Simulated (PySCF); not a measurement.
Calculation: PBE0-D4/def2-TZVP in PySCF 2.14.0. Isolated molecules, 0 K electronic values unless said otherwise. 

Reference species (SMILES): `OB` (neutral, multiplicity 1).

| Property | Value |
|---|---|
| HOMO | -8.86 eV |

Changed species: `B` (0 of 3 H replaced by OH; the reference has 1 of 3 H replaced by OH).

**Question.** Predict the effect on the HOMO.

**Answer.** the HOMO falls by 1.06 eV, to -9.92 eV.
